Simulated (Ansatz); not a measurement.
Abridged output of a molecular run in Ansatz:

```
Functional definition: HF
1423 factors; integrals over basis functions are off by at most 8.7e-4 eV
mean field evaluation 1: about -60124.1628 eV, gradient 3.6e1 eV
mean field evaluation 2: about -60124.3700 eV, gradient 3.6e1 eV
mean field evaluation 4: about -60127.8031 eV, gradient 4.3e0 eV
mean field evaluation 8: about -60127.8582 eV, gradient 2.7e-1 eV
mean field -60127.85861994 eV, -2209.6580481562 hartree, gradient 6.1e-6 eV, S^2 0.000000; 0 other end points of the search recorded, 0 dependent functions left out
12 core orbitals not correlated: weight in the atoms' cores, before any rotation towards them, 1.000 or more for the frozen orbitals, at most 0.000 for the correlated occupied ones
reference -60127.85861994 eV, -2209.6580481562 hartree; 17, 17 occupied and 210, 210 virtual orbitals, 1423 factors
second order -21.79480008 eV of doubles, -0.00000000 eV of singles
cycle   1  -21.95148460 eV  change   -1.6e-1 eV  update   1.1e-1
cycle   2  -22.60610535 eV  change   -6.5e-1 eV  update   3.2e-2
cycle   3  -22.71628611 eV  change   -1.1e-1 eV  update   1.6e-2
cycle   4  -22.70550734 eV  change    1.1e-2 eV  update   3.9e-3
cycle   5  -22.70553236 eV  change   -2.5e-5 eV  update   1.6e-3
cycle   6  -22.70578890 eV  change   -2.6e-4 eV  update   4.5e-4
cycle   7  -22.70556211 eV  change    2.3e-4 eV  update   1.5e-4
cycle   8  -22.70557265 eV  change   -1.1e-5 eV  update   5.7e-5
cycle   9  -22.70558041 eV  change   -7.8e-6 eV  update   2.1e-5
perturbative correction -0.92793379 eV, -0.0341009379 hartree
Total energy: -60151.49213413 eV, -2210.5265637837 hartree
```

Its atoms:

```xyz
11

C     2.146   -0.267    0.276
C     0.868    0.083    0.438
N    -0.091    0.195   -0.546
Ge   -1.899    0.131   -0.207
H     2.548   -0.539   -0.694
H     2.819   -0.272    1.121
H     0.511    0.345    1.432
H     0.224   -0.072   -1.467
H    -2.387   -1.298    0.110
H    -2.595    0.654   -1.470
H    -2.145    1.038    1.006
```

Question: Which basis set was used?
A. def2-SVP
B. cc-pV(Q+d)Z
C. def2-TZVPP
D. def2-SVPD

Answer: C. It gives 239 functions.

Question: Write the keys of the input that set method, charge and spin (a neutral closed shell needs none for the last two).

Answer: 
```yaml
correlation: {method: ccsd_t}
```
